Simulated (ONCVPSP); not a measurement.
## Reading a pseudo-wave (C (Z = 6))

Columns: radius, all-electron u(r) and pseudo u(r) of the 1s shell (level -306.99 eV) of carbon in the configuration 1s2 2s2; PBEsol, non-relativistic, ONCV scheme, ONCVPSP 4.0.1.

```csv
r (bohr),all-electron,pseudo
0.023,0.5505,0.3752
0.045,0.9464,0.7162
0.068,1.2496,1.0378
0.090,1.4540,1.2996
0.113,1.5965,1.5163
0.135,1.6782,1.6649
0.158,1.7198,1.7608
0.180,1.7270,1.8011
0.202,1.7097,1.7989
0.225,1.6716,1.7608
0.248,1.6185,1.6964
0.270,1.5573,1.6189
0.293,1.4862,1.5295
0.315,1.4137,1.4413
0.338,1.3353,1.3503
0.360,1.2596,1.2665
0.383,1.1807,1.1831
0.405,1.1067,1.1073
0.428,1.0314,1.0314
0.450,0.9619,0.9619
0.473,0.8923,0.8923
0.495,0.8289,0.8289
0.518,0.7661,0.7661
0.540,0.7094,0.7094
0.563,0.6536,0.6536
0.585,0.6036,0.6036
```

Task: How many radial nodes do the two functions have?

Result: The all-electron 1s function has n − l − 1 = 0; the pseudo-wave has 0.

Task: At about which radius was the pseudo-wave matched?

Result: 0.45 bohr, where the columns begin to agree (steps of 0.02 bohr).

Task: Is the pseudo-wave norm-conserving?

Result: Yes: the ONCV scheme keeps the norm inside the radius equal to the all-electron one, which fixes the energy derivative of the logarithmic derivative at the level.
